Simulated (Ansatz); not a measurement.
Reaction (formal exchange of groups at a B–Br bond): `CCB(F)Br` + `C=C` → `C=CB(F)CC` + HBr

Isolated molecules relaxed with PBE0-D4/def2-TZVP in Ansatz; ΔE leaves out vibrations. CCSD(T)/CBS is the MP2 limit (def2-TZVPP, def2-QZVPP) plus CCSD(T) − MP2 in def2-TZVPP, frozen cores. This one scheme is used for every species. DFT in def2-TZVPP. B3LYP here is the variant with VWN-RPA as its local correlation; programs differ in this. For Br outer-core shells are correlated without core-valence functions, which leaves a few kJ/mol of doubt a bond. Scalar relativity is left out up to krypton. One conformer a species, not always the lowest.

**Question.** Is it downhill or uphill in electronic energy at CCSD(T)/CBS, and by how much? (An estimate is asked.)

**Answer.** Ansatz gave: Uphill: ΔE = +0.69 eV.

**Question.** What do these levels give: r2SCAN-D4, PBE0-D4, ωB97X-V, r2SCAN, PBE0, B3LYP, SCS-MP2/def2-TZVPP, CCSD(T)/def2-TZVPP, MP2/def2-QZVPP, SCS-MP2/def2-QZVPP, HF/CBS(def2), CCSD/CBS(def2)? (Estimate.)

**Answer.** The calculation gave: r2SCAN-D4 0.69, PBE0-D4 0.66, ωB97X-V 0.66, r2SCAN 0.70, PBE0 0.68, B3LYP 0.66, SCS-MP2/def2-TZVPP 0.69, CCSD(T)/def2-TZVPP 0.66, MP2/def2-QZVPP 0.72, SCS-MP2/def2-QZVPP 0.70, HF/CBS(def2) 0.67, CCSD/CBS(def2) 0.68 eV.

Largest T1 diagnostic among the species: 0.012.
